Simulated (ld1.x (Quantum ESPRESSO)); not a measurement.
**phosphorus, TM: configuration errors across variants**

- Element: phosphorus (P)
- Generator: ld1.x (Quantum ESPRESSO) 7.5
- Type: norm-conserving Troullier–Martins (Kleinman–Bylander form)
- Functional: PBE
- Relativity: scalar-relativistic
- Frozen core: [Ne]
- Valence charge: 5
- Reference configuration: 3s2 3p3
- Partial waves: 3s (bound): rc 1.30 bohr; 3p (bound): rc 1.60 bohr
- Local potential: all-electron potential smoothed inside 1.55 bohr (lloc = -1)
- Core correction: a·sin(br)/r model core, default radius (core density twice the valence density)

All-electron excitation energies from the reference (eV): (1) 3s2 3p2 9.730; (2) 3s2 3p1 28.877; (3) 3s2 3p0 58.616; (4) 3s0 3p5 17.200; (5) 3s2 3p2.5 3.775; (6) 3s1 3p3 18.850; (7) 3s2 3p3.3 -1.307.

A true bound ghost makes a file unfit for plane-wave use even where its test errors are small: the radial tests pick states by their node count and pass the ghost by.

Errors AE − PS in meV (a dash: test not solved or not reliable):

```csv
change,(1),(2),(3),(4),(5),(6),(7),bound ghosts
base,+3.9,+28,+97,-2.9,+0.6,+7.1,+0.2,none
local potential all-electron potential smoothed inside 0.72 bohr (lloc = -1),+2.7,+16,+34,-0.9,+0.4,+7.0,+0.2,s
local potential all-electron potential smoothed inside 0.92 bohr (lloc = -1),+7.8,+61,+252,-1.8,+1.2,+15,+0.3,none
local potential all-electron potential smoothed inside 1.30 bohr (lloc = -1),+4.0,+29,+100,-2.8,+0.6,+7.4,+0.2,none
local potential all-electron potential smoothed inside 1.64 bohr (lloc = -1),+3.7,+27,+95,-3.0,+0.6,+6.9,+0.2,none
local potential all-electron potential smoothed inside 1.84 bohr (lloc = -1),+3.4,+26,+89,-3.3,+0.5,+6.2,+0.2,none
```

Problem. Give the same row for: local potential all-electron potential smoothed inside 1.18 bohr (lloc = -1).

Solution. +4.3, +32, +110, -2.5, +0.7, +8.2, +0.2; bound ghosts: none.
